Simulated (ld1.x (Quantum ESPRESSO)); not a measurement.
## Cd: from the effect back to the setting (TM semilocal)

Base potential:

- Element: cadmium (Cd)
- Generator: ld1.x (Quantum ESPRESSO) 7.5
- Type: norm-conserving Troullier–Martins (semilocal form)
- Functional: BP86
- Relativity: scalar-relativistic
- Frozen core: [Kr] 4d10
- Valence charge: 2
- Reference configuration: 5s1.5 5p0 (charge +0.5)
- Partial waves: 5p (bound, empty): rc 2.00 bohr; 5d channel at -0.2 Ry: rc 2.15 bohr; 5s (bound): rc 2.05 bohr
- Local potential: the s channel
- Core correction: none

Cutoffs, loose and tight: the cutoffs (Ry, on a coarse ladder) from which the occupation-weighted sum of valence levels, in a spherical-Bessel basis at the reference potential, stays within 10 and 1 mRy of its value at 400 Ry. They do not see the model core or the augmentation charge, which bear on the density cutoff. Test errors are all-electron minus pseudo excitation energies from the reference, over the configurations 5s2 5p0; 5s1 5p0; 5s1 5p1; 5s0 5p1; 5s0 5p2; variants that change the core or the reference have their own tests. The largest error is taken over the tests solved by every variant that gives reliable tests at all, those not shown here included: 5s1 5p0; 5s1 5p1; 5s2 5p0.

Only the scale of all radii (base = 1) is moved (1 further runs of the sweep failed or gave no value and are left out):

```tsv
scale of all radii (base = 1)	cutoff, loose	cutoff, tight	bound ghosts	largest test error (meV)	median size of the test errors
0.83	25 Ry	55 Ry	d	+48	48.3 meV
0.91	18 Ry	40 Ry	none	+39	39.0 meV
0.96	10 Ry	25 Ry	d	+28	28.3 meV
1.04	8 Ry	21 Ry	d	+23	23.4 meV
1.17	8 Ry	21 Ry	d	+21	20.9 meV
1.26	8 Ry	18 Ry	none	+20	20.4 meV
1.31	8 Ry	18 Ry	none	+20	20.2 meV
1.37	8 Ry	18 Ry	none	+20	19.9 meV
```

Problem. One more run gave cutoff, loose: 8 Ry; cutoff, tight: 21 Ry; bound ghosts: d; largest test error (meV): +21; median size of the test errors: 21.5 meV. Which value of the scale of all radii (base = 1) was used?

Solution. 1.11. The median size of the test errors moves one way along this sweep, from 48.3 meV at 0.83 to 19.9 meV at 1.37, which places the run between 1.04 and 1.17.
